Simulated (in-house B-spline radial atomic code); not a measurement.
How G0W0 and RPA depend on the start: Hg²⁺

Configuration [Xe] 4f14 5d10. Computed with an all-electron radial atomic-structure program (B-spline basis): all electrons, scalar-relativistic (spin-free one-electron X2C), finite nucleus, each spin shell either full or empty, empty states to l = 9 with an (l + 1/2)⁻⁴ tail; G0W0 by contour deformation at full frequency.

Without the two-electron picture change, the correlation of inner shells comes somewhat too large for so heavy an element.

```
            start  mean-field 5d (eV)  G0W0 (eV)  QP weight  RPA correlation (Eh)
     Hartree-Fock              -35.22     -35.60      0.956               -6.6138
             PBE0              -30.63     -35.52      0.908               -6.9417
           r2SCAN             -29.008     -34.91      0.655               -6.9858
            HSE06              -30.20     -35.48      0.887               -6.9507
  B3LYP (VWN-RPA)              -30.31     -35.62      0.883                -6.969
             SCAN             -28.992     -34.86      0.611               -6.9915
        BHandHLYP              -32.41     -35.69      0.936               -6.8274
        CAM-B3LYP              -32.12          ?          ?                     ?
          LC-wPBE              -33.37          ?          ?                     ?
            wB97X              -33.05     -35.78      0.944               -6.9026
          r2SCAN0              -30.85     -35.40      0.918               -6.8872
LDA exchange-only             -27.494     -36.16      0.829               -7.0762
```

Problem. What G0W0 level, weight and RPA correlation energy follow from the LC-wPBE start?

Solution. G0W0 level -35.88 eV, weight 0.944, RPA correlation -6.9331 hartree.

Problem. What G0W0 level, weight and RPA correlation energy follow from the CAM-B3LYP start?

Solution. G0W0 level -35.89 eV, weight 0.932, RPA correlation -6.9231 hartree.

Problem. How much of the dependence on the start does G0W0 remove?

Solution. The mean-field levels span 7.73 eV and the G0W0 levels 1.31 eV. Against 34.49 ± 0.05 eV (NIST, measured) the G0W0 removal energies are off by +0.37 to +1.67 eV, with spin-orbit coupling, Breit and QED terms left out.
